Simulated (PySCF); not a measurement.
Isomers of C2HNO. Isolated molecules, 0 K electronic values unless said otherwise. Strings in code marks are SMILES.

The HOMO from two functionals at the same geometries (CAM-B3LYP-D3(BJ)/def2-TZVP), both in PySCF: PBE-D3(BJ)/def2-TZVP and CAM-B3LYP-D3(BJ)/def2-TZVP. 

```tsv
species	PBE-D3(BJ)/def2-TZVP (eV)	CAM-B3LYP-D3(BJ)/def2-TZVP (eV)
`N#CC=O`	-7.45	-10.75
`C(=C=O)=N`	-5.19	-7.82
`O=c1cn1`	-6.10	-9.03
```

Over these rows, drawn at random from the members with no instability flagged (it was tested for open shells, ions and some series alone), PBE minus CAM-B3LYP-D3(BJ): mean +2.96 eV, from +2.63 eV to +3.30 eV.
